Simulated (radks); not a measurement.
Problem. All-electron atom: the ytterbium ion Yb4+ in [Xe] 4f12. All-electron calculation, scalar-relativistic Kohn-Sham, r2SCAN, spin-polarised, spherical densities, finite nucleus; open shells are filled with parallel spins first (spin-orbit coupling, left out, can overturn this in heavy ions); meta-GGA in the generalised Kohn-Sham scheme; Fermi nuclear charge, rms radius 5.3108 fm. Program: a radial shooting solver on a logarithmic mesh with Libxc functionals. Some entries of the table are withheld. Estimate them.

| orbital | occ. | eigenvalue (eV) | <r^2> (bohr^2) | r(max) (bohr) |
|---|---|---|---|---|
| 1s up | 1 | -61367.89 | 0.0005301 | 0.01237 |
| 1s down | 1 | -61367.89 | 0.0005301 | 0.01237 |
| 2s up | 1 | -10468.31 | 0.008210 | 0.07055 |
| 2s down | 1 | -10468.30 | 0.008210 | 0.07055 |
| 2p up | 3 | -9229.900 | 0.006717 | 0.05756 |
| 2p down | 3 | -9229.888 | 0.006717 | 0.05756 |
| 3s up | 1 | -2414.188 | 0.05358 | 0.1992 |
| 3s down | 1 | -2412.881 | 0.05355 | 0.1992 |
| 3p up | 3 | -2039.039 | 0.05415 | 0.1965 |
| 3p down | 3 | -2037.729 | 0.05411 | 0.1964 |
| 3d up | 5 | -1581.516 | 0.04515 | 0.1605 |
| 3d down | 5 | -1580.515 | 0.04511 | 0.1605 |
| 4s up | 1 | -526.6737 | 0.2678 | 0.4550 |
| 4s down | 1 | -524.0676 | 0.2679 | 0.4550 |
| 4p up | 3 | -402.6592 | 0.3035 | 0.4758 |
| 4p down | 3 | -400.0894 | 0.3037 | 0.4758 |
| 4d up | 5 | -238.5969 | 0.3590 | 0.4902 |
| 4d down | 5 | -236.0496 | 0.3597 | 0.4902 |
| 5s up | 1 | -105.6777 | 1.515 | 1.050 |
| 5s down | 1 | -104.6298 | 1.532 | 1.055 |
| 5p up | 3 | (1) | 2.004 | 1.184 |
| 5p down | 3 | (2) | 2.029 | 1.190 |
| 4f up | 7 | -58.2957 | 0.6071 | 0.4774 |
| 4f down | 5 | -55.9452 | 0.6244 | 0.4782 |
| 5d up | 0 | -37.9698 | 3.706 | 1.523 |
| 5d down | 0 | -37.6116 | 3.753 | 1.533 |
| 6s up | 0 | -32.6294 | 7.995 | 2.493 |
| 6s down | 0 | -32.3540 | 8.087 | 2.506 |

Solution. 
(1) 5p up eigenvalue (eV): -74.9523
(2) 5p down eigenvalue (eV): -74.2458
